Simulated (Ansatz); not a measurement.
`[OH][GeH2][SiH2][SiH3]` + `OBN[SiH3]` → `OBN([SiH3])[SiH3]` + `[OH][GeH2][SiH3]`  (cleavage of the Si–Si bond)

Gas-phase electronic energies from Ansatz, PBE0-D4/def2-TZVP geometries. CCSD(T)/CBS is the MP2 limit (def2-TZVPP, def2-QZVPP) plus CCSD(T) − MP2 in def2-TZVPP, frozen cores. Functionals use def2-TZVPP. B3LYP here is the variant with VWN-RPA as its local correlation; programs differ in this. For Ge outer-core shells are correlated without core-valence functions, which leaves a few kJ/mol of doubt a bond. Scalar relativity is left out up to krypton. One conformer a species, not always the lowest.

Question: Is it downhill or uphill in electronic energy at CCSD(T)/CBS, and by how much? (Best estimate.)

Answer: Ansatz gave: Downhill: ΔE = -39.7 kJ/mol.

Question: What do these levels give: PBE-D4, r2SCAN-D4, ωB97X-V, B2PLYP, PBE, B3LYP, HF/def2-TZVPP, CCSD/def2-TZVPP, HF/def2-QZVPP, SCS-MP2/def2-QZVPP, HF/CBS(def2), MP2/CBS(def2)? (Best estimate.)

Answer: The calculation gave: PBE-D4 -19.1, r2SCAN-D4 -31.1, ωB97X-V -37.0, B2PLYP -39.5, PBE -16.9, B3LYP -32.9, HF/def2-TZVPP -49.7, CCSD/def2-TZVPP -41.5, HF/def2-QZVPP -51.3, SCS-MP2/def2-QZVPP -49.3, HF/CBS(def2) -51.5, MP2/CBS(def2) -46.5 kJ/mol.

Largest T1 diagnostic among the species: 0.013.

The D4 term adds −3.6 kJ/mol with B3LYP and −1.7 kJ/mol with PBE0; it sums over pairs of atoms, weighted by their polarisabilities, and B3LYP, whose exchange is more repulsive, gets the larger term. From PBE to PBE0 (25 % exact exchange), in def2-TZVPP and without D4, ΔE moves by −6.0 kJ/mol.
